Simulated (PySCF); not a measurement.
F6P, SMILES F[P-](F)(F)(F)(F)F, charge -1.

Coordinates come from a TPSSh-D3(BJ)/def2-SVPD optimisation.

Two levels are set side by side: PBE/def2-SVPD (PySCF) and CAM-B3LYP/def2-SVPD (PySCF). Same geometry, gas phase. Differences are taken from unrounded values.

```tsv
quantity	CAM-B3LYP
orbital gap (eV)	12.68
highest occupied level (eV)	-7.41
lowest empty level (eV)	5.27
mean polarisability (bohr³)	34.6
```

Problem. What does PBE give, and how far is it from CAM-B3LYP? (The exact figures need the calculation; the answer reports its results.)

Solution. 
```
quantity                       PBE  PBE minus CAM-B3LYP
---------------------------  -----  -------------------
orbital gap (eV)              7.58                -5.10
highest occupied level (eV)  -3.62                 3.80
lowest empty level (eV)       3.96                -1.30
mean polarisability (bohr³)   37.6                  3.0
```

PBE's occupied levels lie high since its potential decays too fast outside the molecule; exact exchange lowers them and widens the gap. Loosely held outer electrons make PBE densities more polarisable. Differences between two approximate levels are no errors against the true value.

Rough cost on one machine, each run with all the roots and properties that it gave: CAM-B3LYP against PBE within a factor of 2.
